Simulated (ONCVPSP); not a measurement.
**Transferability test, ONCV potential for boron (B)**

```
Element                 : boron (B)
Generator               : ONCVPSP 4.0.1
Type                    : optimised norm-conserving Vanderbilt (ONCV)
Functional              : LDA (Perdew-Wang 92)
Relativity              : scalar-relativistic
Frozen core             : [He]
Valence charge          : 3
Reference configuration : 2s2 2p1
Partial waves           : 2s: rc 1.65 bohr, ncon 4, nbas 9, qcut 3.5 1/bohr, 2 projectors, debl 2.4 Ha; 2p: rc 3.75 bohr, ncon 5, nbas 9, qcut 3.9 1/bohr, 1 projector; d scattering state at 0.36 Ha: rc 3.40 bohr, ncon 4, nbas 7, qcut 3.1 1/bohr, 2 projectors, debl 0.4 Ha
Local potential         : polynomial inside 1.55 bohr (lpopt 5, dvloc0 2 Ha)
Core correction         : polynomial model core, fcfact 0.35
```

Energies are relative to the spin-unpolarised reference configuration 2s2 2p1; without spin polarisation the order of configurations can differ from experiment.

```json
{"valence configuration": "2s1 2p0", "charge": "+2", "ΔE all-electron (eV)": "33.619", "error AE − PS (meV)": "+449"}
{"valence configuration": "2s2 2p0.5", "charge": "+0.5", "ΔE all-electron (eV)": "2.940", "error AE − PS (meV)": "+25"}
{"valence configuration": "2s1 2p2", "charge": "0", "ΔE all-electron (eV)": "5.685", "error AE − PS (meV)": "-38"}
```

Q: What are ΔE and the potential's error for 2s2 2p0?

A: ΔE = 8.321 eV all-electron; the error (AE − PS) is +164 meV.
